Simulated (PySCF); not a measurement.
CdHIS, SMILES [SH][Cd][I]. Atoms are numbered in the order given.

```xyz
4

Cd     0.0104     0.8334     0.0000
I     -0.0050    -1.7813     0.0000
S      0.0650     3.1944     0.0000
H     -1.2762     3.2996     0.0000
```
Charge 0, spin multiplicity 1.

Geometry: B3LYP-D3(BJ)/def2-TZVP. The def2 effective core potentials stand for the cores of Cd, I; spin–orbit coupling is left out. The values are those of a single conformer.

Calculation: M06-2X/def2-TZVPD in PySCF.

Mulliken values depend strongly on the basis, most of all with diffuse functions as here. ESP charges are fitted to the potential on shells at 1.4 to 2.0 van der Waals radii. Atomic charges (e):

```csv
atom,Mulliken,ESP fit
Cd1,0.84,0.57
I2,-0.39,-0.30
S3,-0.62,-0.40
H4,0.16,0.13
```
